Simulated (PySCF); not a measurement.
Simulated outer-valence photoelectron spectrum of `P[SiH](P)P`. Method used: EOM-IP-CCSD/aug-cc-pVDZ in PySCF, restricted Hartree–Fock reference, 20 core orbitals frozen, non-relativistic, gas phase, PBE0-D3(BJ)/def2-SVP geometry.

Each root has a Gaussian of 0.4 eV full width with its one-hole share as area; cross sections and vibrations are left out, and the highest printed point is 100.

(ionisation energy (eV), intensity): (8.7, 0), (8.8, 2), (8.9, 9), (9.0, 28), (9.1, 60), (9.2, 92), (9.3, 100), (9.4, 77), (9.5, 42), (9.6, 16), (9.7, 7), (9.8, 9), (9.9, 21), (10.0, 39), (10.1, 50), (10.2, 45), (10.3, 29), (10.4, 13), (10.5, 4), (10.6, 1), (10.7, 0), (10.8, 0), (10.9, 1), (11.0, 5), (11.1, 16), (11.2, 32), (11.3, 48), (11.4, 51), (11.5, 47), (11.6, 50), (11.7, 72), (11.8, 96), (11.9, 97), (12.0, 70), (12.1, 36), (12.2, 13), (12.3, 3), (12.4, 1)

**Question.** Where are the maxima, and how many lines lie under the curve?

**Answer.** 4 maxima, at 9.3, 10.1, 11.4 and 11.9 eV, from 4 lines (6 roots with degenerate partners counted).

**Question.** List the lines with their holes.

**Answer.** 
| E (eV) | leading hole (HF orbital) | area | Koopmans (eV) |
| --- | --- | --- | --- |
| 9.27 | HOMO/HOMO-1 | 1.90 | 9.76 |
| 10.12 | HOMO-2 | 0.94 | 10.73 |
| 11.36 | HOMO-3 | 0.94 | 12.28 |
| 11.86 | HOMO-4/HOMO-5 | 1.88 | 12.68 |

The widest gap, 1.24 eV, lies between 10.12 and 11.36 eV. Only orbitals with −ε under 21 eV, eight at most, were ionised, so the high end of the curve may lack lines.

The values belong to the conformer `[PH2:1][SiH:2]([PH2:3])[PH2:4]`: H–P1–Si2–P3 52°, H–P1–Si2–P3 -42°, H–P3–Si2–P1 -167°, H–P3–Si2–P1 -73°, H–P4–Si2–P1 -42°, H–P4–Si2–P1 52°.
